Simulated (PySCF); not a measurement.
# Unknown compound

An unknown has the formula C8H10FP. Its calculated NMR data are:

¹H NMR (300 MHz, computed): δ 7.76 (m, 1H), 7.67 (m, 1H), 7.61 (m, 1H), 2.48 (m, 1H), 1.44 (d, 6H).

¹³C{¹H} NMR (computed): δ 213.4 (C), 205.6 (C), 142.1 (CH), 135.9 (CH), 128.1 (CH), 37.9 (CH), 28.6 (CH3).

No relativistic terms, fast rotation and ring inversion assumed for equivalent nuclei, a single conformation, isolated molecule. PBE0-D3(BJ)/def2-SVP geometry; NMR shieldings at HF/pcSseg-1/GIAO; PySCF 2.14.

Scale: TMS for ¹H (31.69 ppm), ¹³C (190.85 ppm) (reference shieldings calculated alike).

Question: What is the structure?

Answer: 
1. 7 carbon signals for 8 carbons: some carbons are equivalent by symmetry or fast rotation.
2. Carbon types of the structure: 2 × C, 4 × CH, 2 × CH3, which accounts for all hydrogens.
3. δC 213.4: aromatic carbon bearing fluorine; σ withdrawal by the attached heteroatom moves it downfield of the ring CH carbons.
4. δC 205.6: substituted aromatic carbon.
5. δC 142.1, 135.9, 128.1: aromatic CH.
6. δC 37.9: sp3 CH on an aromatic ring; aliphatic region, no heteroatom directly attached.
7. δC 28.6: methyl carbon; saturated and bonded to C and H only.
8. δH 7.76, 7.67, 7.61: hydrogen on an aromatic CH; aromatic region.
9. δH 2.48: hydrogen on an sp3 CH on an aromatic ring; benzylic-type position, deshielded by the ring.

These data were computed for SMILES p1c(C(C)C)cccc1F.

This is the structure that produced the data.

Splittings by ¹⁹F and ³¹P in the carbon and heteronuclear signals aren't shown, as no couplings were computed. Shifts are as computed. Against solution values, carbons near 30 ppm lie about -0 ppm off and those near 130 ppm about +7 ppm. Of 1313 compounds with measured shifts, 239 miss one by over three times the rms of a fit or turn the order of signals round; such compounds aren't used in these exercises. No couplings were computed; multiplicities are counted from neighbouring protons, with m where these are inequivalent, close in shift, in a saturated or five-membered ring or joined by F or P, and br s for small geminal =CH2 splittings.
